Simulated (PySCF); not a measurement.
# Working out the excitation energy of Mg

Mg [Ne] 3s2 (1S) → Mg [Ne] 3p2 (3P). Calculation: PySCF 2.14, in aug-cc-pCVDZ; the non-relativistic Hamiltonian (point nucleus). Frozen: [Ne]. Energies in hartree (1 hartree = 27.21139 eV):

| part | Mg (lower) | Mg (upper) |
| --- | --- | --- |
| UHF | -199.608341 | -199.377347 |
| CCSD correlation | -0.033016 | -0.008208 |
| (T) | 0.000000 | 0.000000 |

What does Hartree-Fock give?

(-199.377347) − (-199.608341) = 0.230994 hartree = 6.286 eV.

What do CCSD and CCSD(T) give?

The CCSD correlation energies differ by 0.024808 hartree = 0.675 eV and the triples by 0.000000 hartree = 0.000 eV, so CCSD gives 6.961 eV and CCSD(T) 6.961 eV.

Measured between the centres of the two terms (NIST): 7.173 eV, so CCSD(T) (valence) is off by -0.212 eV.

A double-zeta basis recovers only part of the correlation energy.

What remains against the reference includes basis incompleteness, the frozen core and higher excitations.
